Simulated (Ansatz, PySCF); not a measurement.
Gas-phase reaction in SMILES: CC(=O)[O][GeH3] → O=[C][O][GeH3] + [CH3] (CH3) (the C-C bond at the site shown breaks; other sites are not compared here)
Geometries: B3LYP-D3(BJ)/def2-TZVP minima from Ansatz (an electronic-structure program), one conformer each, not searched for the lowest.

Property: bond dissociation energy (0 K, with B3LYP-D3(BJ) harmonic zero-point energies from PySCF), in kcal/mol. Correlated levels leave the core frozen unless marked. Open shells are spin-unrestricted. No spin-orbit coupling. Frozen are the shells of the preceding noble gas and the d and f shells that filled before the atom's block. No relativistic terms. CBS(X,Y): correlation extrapolated as X^-3; Hartree-Fock from the larger set.

CCSD(T)/CBS(cc-pVTZ,cc-pVQZ) (Ansatz) gives 92.7 kcal/mol.

Another calculation gave 80.0 kcal/mol. Which level was it?
A) PBE-QIDH/def2-TZVPD (Ansatz)
B) BHLYP/def2-TZVPD (Ansatz)
C) BLYP/def2-TZVPD (Ansatz)
D) PBE0/def2-TZVPD (Ansatz)

C, BLYP/def2-TZVPD (Ansatz). The others give 92.4 (PBE-QIDH), 85.1 (BHLYP), 88.7 (PBE0) kcal/mol.
